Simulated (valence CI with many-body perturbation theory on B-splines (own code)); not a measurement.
The numbers below are computed, except where a source is named.
# W XLIII: what the settings do

Level of theory: relativistic CI+MBPT: four valence electrons over a frozen Dirac-Fock core [Ar] 3d10, radial functions for each j: 6 s, 6 p, 5 d, 3 f, 1 g, with the one-electron correlation potential Σ1 (screened to all orders), the two-electron term Σ2, the three-electron term Σ3, Breit, model QED; selected single and double excitations, second order for the rest, scaled by the run's own slope (own B-spline code, finite nucleus).

No measured spectrum was set against this ion. As an estimate, large intervals hold to a few tenths of a per cent, small ones and those within an open d or f shell to about a per cent.

The reference run has the lowest level (4s^2 4p1/2^2) J=0 and an ionisation energy of 2146.97 eV. Its largest variational space holds 9997 state functions.

Levels are named by their leading jj configuration (3d3/2^4 stands for four electrons in 3d with j = 3/2), which in mixed levels can hold well under half, so a name can repeat and another be missing. Letters in brackets count levels of one name in rising energy.

Changed runs:
A. highest l in the core sums 6 → 5
B. shift of the energy in Σ1 (hartree) 0 → 23.511
C. correlating orbitals by l 3 3 3 2 1 → 4 4 3 0 0
D. cutoff of virtual states (hartree) 10952 → 117.56 (bad on purpose)

Excitation energies of the reference run in cm⁻¹, and shifts in cm⁻¹:

| Level | Reference | A | B | C | D |
| --- | --- | --- | --- | --- | --- |
| (4s^2 4p1/2 4p3/2) J=1 | 738321 | +23 | +319 | -267 | -336 |
| (4s^2 4p1/2 4p3/2) J=2 | 773036 | +22 | +323 | +163 | -320 |
| (4s 4p1/2^2 4p3/2) J=2 | 1513400 | +67 | +102 | -250 | +382 |
| (4s^2 4p3/2^2) J=2 | 1537570 | +44 | +643 | +16 | -641 |
| (4s^2 4p3/2^2) J=0 | 1612590 | +43 | +649 | +524 | -609 |
| (4s 4p1/2^2 4p3/2) J=1 | 1631910 | +61 | +121 | +307 | +466 |
| (4s^2 4p1/2 4d3/2) J=2 | 1973490 | -87 | +489 | +413 | +286 |
| (4s^2 4p1/2 4d3/2) J=1 | 2120330 | -80 | +486 | +1418 | +406 |
| (4s 4p1/2 4p3/2^2) J=2 [a] | 2157420 | +4.1 | +639 | -380 | +64 |
| (4s^2 4p1/2 4d5/2) J=3 | 2192700 | -45 | +774 | +509 | +115 |
| (4s 4p1/2 4p3/2^2) J=2 [b] | 2286350 | +4.3 | +639 | +677 | +159 |
| (4s 4p1/2 4p3/2^2) J=3 | 2322860 | +45 | +539 | +611 | +118 |
| Ionisation energy (eV) | 2146.97 | +0.014 | +0.53 | -0.11 | -0.39 |
